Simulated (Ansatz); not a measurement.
`N[BH][SbH2]` + `N[SiH3]` → `[SiH3][NH][SbH2]` + `BN`  (cleavage of the Sb–B bond)

Calculated with Ansatz (gas phase, PBE0-D4/def2-TZVP geometries, no zero-point term in ΔE). CCSD(T)/CBS is the MP2 limit (def2-TZVPP, def2-QZVPP) plus CCSD(T) − MP2 in def2-TZVPP, frozen cores. This one scheme is used for every species. Functionals use def2-TZVPP. B3LYP here is the variant with VWN-RPA as its local correlation; programs differ in this. def2 core potentials past Kr. For Sb outer-core shells are correlated without core-valence functions, which leaves a few kJ/mol of doubt a bond. Each species was taken in one conformer, which may not be the lowest.

CCSD(T)/CBS gives +16.0 kJ/mol.

(1) Another level gave +9.9 kJ/mol. Which?
A. B3LYP/def2-TZVPP
B. LDA (SPW92)/def2-TZVPP
C. r2SCAN0/def2-TZVPP
D. HF/def2-TZVPP

Largest T1 diagnostic among the species: 0.014.

Results:

(1) D. HF/def2-TZVPP 9.9, r2SCAN0 23.0, B3LYP 15.4, LDA (SPW92) 29.4 kJ/mol.

At CCSD(T), def2-SVP lies +5.4 kJ/mol from the extrapolated value and def2-TZVPP +0.1 kJ/mol. In def2-TZVPP, CCSD(T) changes the Hartree–Fock value by +6.2 kJ/mol (the triples alone add −0.0 kJ/mol) and MP2 by +6.0 kJ/mol. The D4 term adds −4.2 kJ/mol with B3LYP and −2.3 kJ/mol with PBE0; it sums over pairs of atoms, weighted by their polarisabilities, and B3LYP, whose exchange is more repulsive, gets the larger term.
